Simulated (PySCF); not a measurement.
Computed with BP86/[Mo def2-TZVP with ECP28, O def2-TZVP], scalar-relativistic core potentials, density fitting, no spin–orbit coupling, PySCF. Open shells, if any, are unrestricted.

Task: What spin state, shape and geometry does isolated MoO2 take (every ligand bound to Mo)?

Result: Formally Mo is in oxidation state +4, d2, with 2 unpaired electrons (the high-spin count). The Mulliken spin on Mo is 2.00. The polar-tensor charge on Mo, 1.29, is far below the formal one. The lowest minimum found is a triplet of C2v symmetry with Mo–O 1.705 Å (×2); O–Mo–O 113.1°. Its harmonic wavenumbers are 316 (a1), 933 (b2), 980 (a1) cm⁻¹ and its dipole moment is 4.01 D.

Other isomers or separated fragments may lie lower. Open d and f shells are described by one determinant, and the ground state may have another occupation or spin.
